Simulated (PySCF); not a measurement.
System: O₂Se, singlet: symmetric bend, bond length relaxed. Scanned: O-Se-O angle. Other coordinates (Se-O bond length) were minimised at B3LYP/def2-TZVP.

- PBE/cc-pVTZ (PySCF)
- M06-2X/cc-pVTZ (PySCF)
- CCSD(T) on RHF/cc-pVTZ, 11 core orbitals frozen (PySCF)

Energies relative to the lowest point of each profile, in kJ/mol; the last columns give the difference from CCSD(T):

```tsv
a / °	PBE	M06-2X	CCSD(T)	PBE − CCSD(T)	M06-2X − CCSD(T)
180	221.1	—	243.0	-21.9	—
170	203.3	277.4	224.4	-21.1	53.0
160	159.7	211.0	176.5	-16.8	34.5
150	107.7	139.1	118.4	-10.8	20.7
140	59.6	76.4	65.2	-5.6	11.2
130	22.6	29.3	24.4	-1.9	4.9
120	1.3	2.5	1.3	0.0	1.2
110	0.0	0.0	0.0	0.0	0.0
100	23.8	26.9	25.7	-1.9	1.3
90	79.7	91.2	85.3	-5.5	6.0
80	179.0	206.2	189.5	-10.5	16.7
```

PBE is furthest from CCSD(T) at 180 (-21.9 kJ/mol, below); its mean absolute difference over the points is 8.7 kJ/mol.

M06-2X is furthest from CCSD(T) at 170 (53.0 kJ/mol, above); its mean absolute difference over the points is 14.9 kJ/mol.

A dash means that the run gave no value there, or that the column was ended at a point which the program doubted or which failed a test of continuity chosen for this set; such a test can also cut sound points.
